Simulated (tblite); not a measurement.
Species: C6H9SSi (doublet state).
Z-matrix (Å and degrees, GFN2-xTB geometry), rows numbered from 1:
```
C 
C   1  1.3548
C   2  1.4131  1  129.04
C   3  1.3829  2  113.70  1   179.56
C   4  1.3809  3  114.41  2    -0.40
C   5  1.4723  4  127.84  3   176.83
Si  6  1.9218  5  110.33  4   -87.10
S   5  1.7367  4  111.04  3     0.70
H   1  1.0748  2  120.43  3     0.13
H   1  1.0737  2  121.70  3  -179.77
H   3  1.0746  2  121.63  1    -0.19
H   4  1.0771  3  123.75  2  -179.78
H   6  1.0908  5  109.75  4    33.33
H   6  1.0899  5  110.32  4   152.29
H   7  1.4632  6  107.57  5  -179.70
H   7  1.4630  6  107.95  5    60.67
H   7  1.4610  6  108.79  5   -59.50
```

Computed geometry: GFN2-xTB, gas phase. This method treats the open shell by occupation alone, without spin polarisation.

Masses are those of the commonest isotopes; rigid-rotor values at the optimised geometry. The values belong to one conformer with, in the numbering `[CH2:1][c:2]1[cH:3][cH:4][c:5]([CH2:6][SiH3:7])[s:8]1`, H–C1–C2–C3 0° and 180°, C4–C5–C6–Si7 -87°.

(1) Give the principal moments of inertia and the rotational constants in cm⁻¹.

(2) Classify the top.

(3) What does the inertial defect say?

(4) Estimate the classical rotational partition function at 10 K, 50 K and 200 K.

## Answers

(1) Ia = 148.24, Ib = 609.32, Ic = 672.21 u·Å²; 505379 MHz·u·Å²/I gives 3409, 829.4 and 751.8 MHz, that is A = 0.11372, B = 0.02767, C = 0.02508 cm⁻¹.

(2) A near-prolate asymmetric top; Ray's κ = -0.942.

(3) Not planar: Δ = Ic − Ia − Ib = -85.36 u·Å². For a rigid frame Δ = −2 Σ m c², so Σ m c² = 42.68 u·Å² lies off the ab plane: 10.04 from hydrogen and 32.63 from heavier atoms. The atom farthest from that plane is 1.56 Å away.

(4) Point group C1, symmetry number σ = 1; q = (√π/σ)·√((kT/h)³/(ABC)), k/h = 20836.6 MHz/K: 3660 at 10 K, 40900 at 50 K, 327000 at 200 K.

For this open shell read J as N, the rotation without spin; fine and hyperfine splittings come on top. Its GFN2-xTB frequencies are all real (lowest 43 cm⁻¹). Constants of a rigid frame at the computed geometry: no zero-point averaging, no centrifugal distortion.
